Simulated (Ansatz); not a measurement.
This geometry of AlH5N2O + BrH (11 atoms, charge 0, multiplicity 1) is a first-order saddle point.

Computed with RHF/def2-SVP in Ansatz 0.2.0.

```xyz
11
Properties=species:S:1:pos:R:3
Al -0.362 -0.196 -0.040
O 0.238 1.473 0.202
N 0.206 -1.010 -1.474
N -1.545 -0.692 1.157
H 1.357 1.519 0.062
Br 3.079 1.161 -0.093
H -0.041 2.102 0.854
H -0.154 -1.857 -1.867
H 1.069 -0.754 -1.919
H -1.893 -0.141 1.917
H -1.954 -1.607 1.199
```

(1) Which two structures does it join? (They come from a converged band through this point; their orientation in space is the band's.)

(2) How far does it lie above each of them?

## Answers

(1) Bonds broken: H5–Br6. Bonds formed: Al1–Br6, O2–H5. AlH5N2O + BrH becomes AlBrH6N2O.

Image 0:

```xyz
11
Properties=species:S:1:pos:R:3
Al -0.438 -0.242 0.157
O 0.384 1.189 0.616
N 0.233 -1.116 -1.215
N -1.871 -0.768 1.045
H 2.046 1.771 -0.272
Br 3.245 2.059 -0.982
H 0.157 1.787 1.307
H -0.121 -1.966 -1.607
H 1.048 -0.823 -1.720
H -2.277 -0.300 1.832
H -2.405 -1.590 0.839
```

Image 8:

```xyz
11
Properties=species:S:1:pos:R:3
Al 0.336 -0.259 0.050
O 0.026 1.716 -0.192
N 0.287 -1.057 -1.538
N -1.029 -0.449 1.213
H 0.748 2.315 -0.042
Br 2.463 -0.009 0.974
H -0.691 1.935 0.395
H -0.515 -1.511 -1.931
H 1.076 -1.182 -2.142
H -0.877 -0.471 2.205
H -1.823 -1.028 1.007
```

(2) 0.42 eV above the first and 1.43 eV above the second. This is the barrier of this one path; another mechanism may lie lower. The orbitals stay closed-shell, which can raise the energy where a bond breaks towards radicals; this wasn't checked here.

Time of the run: 4.1 min on 2 threads of Arm Neoverse V1 (shared host), peak memory 0.32 GiB.
